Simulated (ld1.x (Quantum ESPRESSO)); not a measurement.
## carbon (C): ultrasoft pseudisation with PBEsol, scalar-relativistic reference atom.

Input for ld1.x (Quantum ESPRESSO) 7.5:

```
&input
   title='C', zed=6., rel=1, dft='PBESOL', iswitch=3,
   config='[He] 2s2 2p0',
   nld=2, rlderiv=3.00, eminld=-5.0, emaxld=5.0, deld=0.02
 /
 &inputp
   pseudotype=3, tm=.true., lloc=-1, rcloc=0.90,
   nlcc=.true., rcore=0.70,
   file_pseudopw='C.UPF', file_wfcaegen='ae.wfc', file_wfcncgen='nc.wfc', file_beta='beta', file_chi='chi', file_wfcusgen='us.wfc'
 /
4
2S  1  0   2.00   0.00  0.80  1.05  0.0
2S  1  0   0.00  -2.65  0.80  1.05  0.0
2P  2  1   0.00   0.00  2.40  2.75  0.0
2P  2  1   0.00   2.65  2.40  2.75  0.0
 &test
   configts(1)='2s2 2p0'
 /
```

Command:

```bash
ld1.x < C.in > C.out
```

Resulting log (shortened: banner, matrices, multipoles, cross overlaps and the repeated all-electron block are left out):

```
Program LD1 v.7.5
     --------------------------- All-electron run ----------------------------

     C
     scalar relativistic calculation

     atomic number is  6.00
     dft =PBESOL   lsd =0 sic =0 latt =0  beta=0.20 tr2=1.0E-14
     Exchange-correlation= PBESOL
                           (   1   4  10   8   0   0   0)
     mesh =1073 r(mesh) = 100.30751 a.u. xmin = -7.00 dx = 0.01250
     1 Ry =  13.60569312 eV, c = 137.03599908

     n l     nl                  e(Ry)          e(Ha)          e(eV)
     1 0     1S 1( 2.00)       -22.5723       -11.2862      -307.1121
     2 0     2S 1( 2.00)        -2.9530        -1.4765       -40.1780
     2 1     2P 1( 0.00)        -2.3208        -1.1604       -31.5762

     final scf error:  4.9E-15 reached in  16 iterations

     Etot =     -72.628609 Ry,     -36.314305 Ha,    -988.162571 eV

     Ekin =      72.485581 Ry,      36.242791 Ha,     986.216577 eV
     Encl =    -160.762592 Ry,     -80.381296 Ha,   -2187.286493 eV
     Eh   =      24.027751 Ry,      12.013876 Ha,     326.914210 eV
     Exc  =      -8.379350 Ry,      -4.189675 Ha,    -114.006865 eV

     normalization and overlap integrals

     s(1S/1S) =  1.000000  <r> =   0.2707  <r2> =    0.0992  r(max) =   0.1752
     s(2S/2S) =  1.000000  <r> =   1.3644  <r2> =    2.1927  r(max) =   1.1283
     s(2P/2P) =  1.000000  <r> =   1.3235  <r2> =    2.1481  r(max) =   1.0210

     ------------------------ End of All-electron run ------------------------

     --------------------- Generating US pseudopotential ---------------------

      Generating local potential from pseudized AE potential:
      Matching radius rcloc =   0.9000

      Local pseudo, rcloc= 0.890 Estimated cut-off energy=    28.53 Ry

      Computing core charge for nlcc:

       r > 0.70 : true rho core
       r < 0.70 : rho core = a sin(br)/r    a=   1.06  b=   3.88

      Integrated core pseudo-charge :   0.24

      Wfc   2S  rcut= 0.805  Using Troullier-Martins method
      Wfc-us  2S rcutus= 1.060  Estimated cut-off energy=    38.87 Ry

      Wfc   2S  rcut= 0.805  Using Troullier-Martins method
      Wfc-us  2S rcutus= 1.060  Estimated cut-off energy=    39.33 Ry

      Wfc   2P  rcut= 2.419  Using Troullier-Martins method
      Wfc-us  2P rcutus= 2.741  Estimated cut-off energy=    11.40 Ry

      Wfc   2P  rcut= 2.419  Using Troullier-Martins method
      Wfc-us  2P rcutus= 2.741  Estimated cut-off energy=    17.60 Ry

     ------------------- End of pseudopotential generation -------------------

     Computing logarithmic derivative in   3.01021
     Computing logarithmic derivative in   3.01021
     Computing the partial wave expansion
     R is outside the sphere for l=    0 j= 0.00
     R is outside the sphere for l=    0 j= 0.00
     R is outside the sphere for l=    1 j= 0.00
     R is outside the sphere for l=    1 j= 0.00

     ---------------------- Testing the pseudopotential ----------------------

     C
     scalar relativistic calculation

     atomic number is  6.00   valence charge is  4.00
     dft =PBESOL   lsd =0 sic =0 latt =0  beta=0.20 tr2=1.0E-14
     mesh =1073 r(mesh) = 100.30751 xmin = -7.00 dx = 0.01250

     n l     nl             e AE (Ry)        e PS (Ry)    De AE-PS (Ry)
     1 0     2S   1( 2.00)       -2.95303       -2.95305        0.00002
     2 1     2P   1( 0.00)       -2.32081       -2.32081       -0.00000

     eps = 2.8E-15  iter =  3

     Etot =     -72.628609 Ry,     -36.314305 Ha,    -988.162571 eV
     Etotps =    -8.388770 Ry,      -4.194385 Ha,    -114.135028 eV

     Ekin =       2.295097 Ry,       1.147548 Ha,      31.226382 eV
     Encl =     -13.717998 Ry,      -6.858999 Ha,    -186.642867 eV
     Ehrt =       2.638817 Ry,       1.319408 Ha,      35.902931 eV
     Ecxc =      -1.659563 Ry,      -0.829782 Ha,     -22.579508 eV
     (Ecc =      -0.221869 Ry,      -0.110934 Ha,      -3.018677 eV)
     Epseu=       2.054878 Ry,       1.027439 Ha,      27.958034 eV

     ---------------------- End of pseudopotential test ----------------------
```

Note: ghost state, extra bound levels that the all-electron valence spectrum of the same l lacks: p at -33.4 eV. A true bound ghost makes a file unfit for plane-wave use.

Generation and configuration tests took about 0.75 s on one core of a shared server CPU.

Transferability test of the new file with ld1.x, input:

```
&input
   title='C', zed=6., rel=1, dft='PBESOL', iswitch=2,
   config='[He] 2s2 2p0'
 /
 &test
   file_pseudo='C.UPF', nconf=8,
   configts(1)='2s2 2p0',
   configts(2)='2s2 2p2',
   configts(3)='2s2 2p1',
   configts(4)='2s1 2p0',
   configts(5)='2s1 2p3',
   configts(6)='2s1 2p2',
   configts(7)='2s2 2p1.5',
   configts(8)='2s2 2p2.3'
 /
```

```bash
ld1.x < C.test.in > C.test.out
```

Pseudopotential blocks of its output, shortened (energy terms left out; the distinct warnings before each block abridged to one line each):

```
     ---------------------- Testing the pseudopotential ----------------------

     n l     nl             e AE (Ry)        e PS (Ry)    De AE-PS (Ry)
     1 0     2S   1( 2.00)       -2.95303       -2.95305        0.00002
     2 1     2P   1( 0.00)       -2.32081       -2.32081       -0.00000

     eps = 2.5E-15  iter =  3

     Etot =     -72.628609 Ry,     -36.314305 Ha,    -988.162571 eV
     Etotps =    -8.388770 Ry,      -4.194385 Ha,    -114.135028 eV

     ---------------------- End of pseudopotential test ----------------------

          ---------------------- Testing the pseudopotential ----------------------

     n l     nl             e AE (Ry)        e PS (Ry)    De AE-PS (Ry)
     1 0     2S   1( 2.00)       -1.00312       -0.95338       -0.04975  !
     2 1     2P   1( 2.00)       -0.38465       -0.31792       -0.06674  !

     eps = 1.7E-15  iter = 12

     Etot =     -75.186895 Ry,     -37.593447 Ha,   -1022.969814 eV
     Etotps =   -10.909234 Ry,      -5.454617 Ha,    -148.427696 eV
     dEtot_ae =      -2.558285 Ry
     dEtot_ps =      -2.520465 Ry,   Delta E=      -0.037821 Ry

     ---------------------- End of pseudopotential test ----------------------

          ---------------------- Testing the pseudopotential ----------------------

     n l     nl             e AE (Ry)        e PS (Ry)    De AE-PS (Ry)
     1 0     2S   1( 2.00)       -1.88303       -1.86909       -0.01394  !
     2 1     2P   1( 1.00)       -1.24262       -1.23219       -0.01043  !

     eps = 4.0E-15  iter = 14

     Etot =     -74.393944 Ry,     -37.196972 Ha,   -1012.181172 eV
     Etotps =   -10.158073 Ry,      -5.079037 Ha,    -138.207625 eV
     dEtot_ae =      -1.765335 Ry
     dEtot_ps =      -1.769303 Ry,   Delta E=       0.003969 Ry

     ---------------------- End of pseudopotential test ----------------------

          Warning: n=2, l=1 expected 0 nodes, found 1
     ---------------------- Testing the pseudopotential ----------------------

     n l     nl             e AE (Ry)        e PS (Ry)    De AE-PS (Ry)
     1 0     2S   1( 1.00)       -4.10371       -4.09811       -0.00561  !
     2 1     2P   1( 0.00)       -3.51170       -3.45802       -0.05367  !

     eps = 7.1E-15  iter =  6

     Etot =     -69.103328 Ry,     -34.551664 Ha,    -940.198681 eV
     Etotps =    -4.865511 Ry,      -2.432756 Ha,     -66.198654 eV
     dEtot_ae =       3.525281 Ry
     dEtot_ps =       3.523259 Ry,   Delta E=       0.002022 Ry

     ---------------------- End of pseudopotential test ----------------------

          ---------------------- Testing the pseudopotential ----------------------

     n l     nl             e AE (Ry)        e PS (Ry)    De AE-PS (Ry)
     1 0     2S   1( 1.00)       -1.03670       -0.96878       -0.06792  !
     2 1     2P   1( 3.00)       -0.41657       -0.33408       -0.08249  !

     eps = 8.0E-15  iter = 12

     Etot =     -74.567546 Ry,     -37.283773 Ha,   -1014.543147 eV
     Etotps =   -10.274131 Ry,      -5.137065 Ha,    -139.786671 eV
     dEtot_ae =      -1.938937 Ry
     dEtot_ps =      -1.885361 Ry,   Delta E=      -0.053576 Ry

     ---------------------- End of pseudopotential test ----------------------

          ---------------------- Testing the pseudopotential ----------------------

     n l     nl             e AE (Ry)        e PS (Ry)    De AE-PS (Ry)
     1 0     2S   1( 1.00)       -1.89098       -1.86145       -0.02953  !
     2 1     2P   1( 2.00)       -1.25063       -1.22515       -0.02547  !

     eps = 1.2E-15  iter = 14

     Etot =     -73.753535 Ry,     -36.876768 Ha,   -1003.467967 eV
     Etotps =    -9.521477 Ry,      -4.760739 Ha,    -129.546297 eV
     dEtot_ae =      -1.124926 Ry
     dEtot_ps =      -1.132707 Ry,   Delta E=       0.007781 Ry

     ---------------------- End of pseudopotential test ----------------------

          ---------------------- Testing the pseudopotential ----------------------

     n l     nl             e AE (Ry)        e PS (Ry)    De AE-PS (Ry)
     1 0     2S   1( 2.00)       -1.41543       -1.37848       -0.03695  !
     2 1     2P   1( 1.50)       -0.78268       -0.73934       -0.04334  !

     eps = 1.1E-15  iter = 14

     Etot =     -74.897854 Ry,     -37.448927 Ha,   -1019.037222 eV
     Etotps =   -10.648734 Ry,      -5.324367 Ha,    -144.883406 eV
     dEtot_ae =      -2.269245 Ry
     dEtot_ps =      -2.259964 Ry,   Delta E=      -0.009281 Ry

     ---------------------- End of pseudopotential test ----------------------

          ---------------------- Testing the pseudopotential ----------------------

     n l     nl             e AE (Ry)        e PS (Ry)    De AE-PS (Ry)
     1 0     2S   1( 2.00)       -0.78843       -0.74648       -0.04195  !
     2 1     2P   1( 2.30)       -0.18085       -0.11769       -0.06316  !

     eps = 7.3E-15  iter = 16

     Etot =     -75.270981 Ry,     -37.635490 Ha,   -1024.113863 eV
     Etotps =   -10.973385 Ry,      -5.486693 Ha,    -149.300512 eV
     dEtot_ae =      -2.642371 Ry
     dEtot_ps =      -2.584615 Ry,   Delta E=      -0.057756 Ry

     ---------------------- End of pseudopotential test ----------------------
```
